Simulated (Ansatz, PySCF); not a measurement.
Energy difference R1 → 2 P1, each structure at its B3LYP-D3(BJ)/def2-TZVP stationary point, reached from a drawn start (curvature not checked).
R1: O2 (SMILES O=O), charge 0, multiplicity 3.
P1: O atom, charge 0, multiplicity 3.

P less R. No zero-point or thermal terms; open shells are unrestricted; no spin–orbit coupling.

Frozen-core correlation throughout.

Programs: Ansatz (Gaussian orbitals); PySCF for M06-2X. All values are computed, each at the level named.

| level | reaction energy (kcal/mol) |
|---|---|
| HF/cc-pVQZ | 33.49 |
| PBE/def2-TZVPP | 143.87 |
| revPBE/def2-TZVPP | 134.89 |
| r2SCAN/def2-TZVPP | 129.83 |
| BHLYP/def2-TZVPP | 99.90 |
| M06-2X/def2-TZVPP | 122.01 |
| SCS-MP2/cc-pVDZ | ___ |
| CCSD/cc-pVQZ | ___ |
| CCSD(T)/cc-pVQZ | ___ |

Question: What belongs in the gaps?

Answer: 
- SCS-MP2/cc-pVDZ, reaction energy (kcal/mol): 104.03
- CCSD/cc-pVQZ, reaction energy (kcal/mol): 109.25
- CCSD(T)/cc-pVQZ, reaction energy (kcal/mol): 117.18

Ansatz is a quantum-chemistry and plane-wave program.
